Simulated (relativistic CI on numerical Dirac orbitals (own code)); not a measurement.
Spin-allowed bands of a d2 ion in an octahedral site, by hand

Problem. Take Δ = 22500 cm⁻¹ and B = 660 cm⁻¹ for a d2 ion in an octahedral site. Calculate the three spin-allowed bands.

Working.
1. The terms of highest spin are 3F (energy 0) and 3P (15B = 9900 cm⁻¹). Here the F term splits into A2 at +1.2Δ = 27000, T2 at +0.2Δ = 4500 and T1 at −0.6Δ = -13500 cm⁻¹.
2. The two T1 states mix through the element 0.4Δ: H = [[-13500, 9000], [9000, 9900]], with roots ½(H₁₁ + H₂₂) ∓ ½√[(H₂₂ − H₁₁)² + 4H₁₂²] = ½(-3600) ∓ ½(29522) = -16561 and 12961 cm⁻¹.
3. The ground term is 3T1 at -16561 cm⁻¹.
4. Bands: 3T2 21061 cm⁻¹ (475 nm), 3T1(P) 29522 cm⁻¹ (339 nm), 3A2 43561 cm⁻¹ (230 nm).

Check. Exact diagonalisation of the whole d2 shell with these parameters gives 3T2 21061, 3T1 29522, 3A2 43561 cm⁻¹. The match is exact, since without spin-orbit coupling no other term has this spin. The ratio of the second band to the first, 1.402, depends on Δ/B = 34.1 alone, which is how a Tanabe-Sugano diagram is read.
